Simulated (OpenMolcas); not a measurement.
Nb4+ among 6 point charges of -1 e arranged as an octahedron (Oh).

```yaml
Program: OpenMolcas
Method: "SS-CASPT2, IPEA 0.25 Eh, imaginary shift 0.1 Eh (closed shells correlated: 4s 4p)"
Basis: ANO-RCC-VTZP [7s6p4d2f1g]
Scalar_Hamiltonian: DKH2, point nucleus
Active_space: 1 electron in 5 orbitals (4d)
State_averaging: 2S+1 = 2 even, 5 roots
Spin-orbit_coupling: state interaction with AMFI integrals over the reference wave functions
```

All point charges move together. At R = 1.71 Å |10Dq| is 14832 cm-1, and at R = 1.81 Å it is 11639 cm-1.

Task: A third run gives 8366 cm-1. What distance was it run at?

Result: With a power law R^-n the two known points give n = -ln(11639 / 14832) / ln(1.81 / 1.71) = 4.27. Then R = 1.71 × (14832 / 8366)^(1/4.27) = 1.955 Å. The run was at 1.95 Å, so the estimate is off by +0.005 Å.

Roots that are degenerate in the reference are averaged as groups; the widest CASPT2 spread within a group is 88 cm-1 (the 3-fold group of multiplicity 2 near 0 cm-1 above the lowest state of its run, R = 1.81). Shifts and gaps below about the spread of the groups concerned are not significant. An orbital triplet at a regular site is open to Jahn-Teller coupling, which can distort the site and quench the lowest spin-orbit gaps and is left out. Free-ion shares, where given, are those of the reference states; single-state CASPT2 does not remix them. This field is weak: 10Dq is about 14832 cm-1, while octahedral complexes of 4d ions of charge 3 and more, computed by the same method with explicit ligands, had a median near 25000 cm-1. Ground spin and moment need not be those of a real site (figures for R = 1.71; the like holds for R = 1.81, R = 1.95). Point charges carry no covalency, so the field is a model and not that of real ligands. No measured value stands beside these numbers.
